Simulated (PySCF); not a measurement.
An equivalent PySCF input for Sn³⁺ (tin, charge +3), [Kr] 4d10 5s1, 2S determinant, with scalar relativity by spin-free X2C-1e:

```python
from pyscf import gto, scf, dft, mp, cc
import basis_set_exchange as bse
mol = gto.M(atom="Sn 0 0 0", charge=3, spin=1, symmetry="D2h",
            basis=gto.basis.parse(bse.get_basis("aug-cc-pwCVTZ-DK3", elements=["Sn"], fmt="nwchem")),
            nucmod="G")
mf = dft.UKS(mol, xc="TPSS").sfx2c1e()
mf.irrep_nelec = {'Ag': (9, 8), 'B1g': (2, 2), 'B2g': (2, 2), 'B3g': (2, 2), 'B1u': (3, 3), 'B2u': (3, 3), 'B3u': (3, 3)}
mf.kernel()
```

It reaches the same state as the run whose output follows, with an energy that differs only through the grid. The run itself started from symmetry-adapted Hartree-Fock orbitals and held the occupation by maximum overlap, on a logarithmic radial grid, so the iterations belong to that start.

```
SCF conv_tol = 1e-09
number electrons alpha = 24  beta = 23
XC functionals = TPSS
    J. Tao, J. P. Perdew, V. N. Staroverov, and G. E. Scuseria.,  Phys. Rev. Lett. 91, 146401 (2003)
    J. P. Perdew, J. Tao, V. N. Staroverov, and G. E. Scuseria.,  J. Chem. Phys. 120, 6898 (2004)
    J. Tao, J. P. Perdew, V. N. Staroverov, and G. E. Scuseria.,  Phys. Rev. Lett. 91, 146401 (2003)
    J. P. Perdew, J. Tao, V. N. Staroverov, and G. E. Scuseria.,  J. Chem. Phys. 120, 6898 (2004)
cycle= 1 E= -6174.10537204293  delta_E= -0.0141  |g|= 0.0689  |ddm|= 0.607
cycle= 2 E= -6174.10544950455  delta_E= -7.75e-05  |g|= 0.0375  |ddm|= 0.0659
cycle= 3 E= -6174.10554963304  delta_E= -0.0001  |g|= 0.00983  |ddm|= 0.0255
cycle= 4 E= -6174.10556148459  delta_E= -1.19e-05  |g|= 0.000222  |ddm|= 0.00674
cycle= 5 E= -6174.10556149319  delta_E= -8.59e-09  |g|= 1.84e-05  |ddm|= 0.000184
cycle= 6 E= -6174.10556149324  delta_E= -5.09e-11  |g|= 5.23e-07  |ddm|= 3.63e-05
converged SCF energy = -6174.10556149324  <S^2> = 0.75048511  2S+1 = 2.000485
```
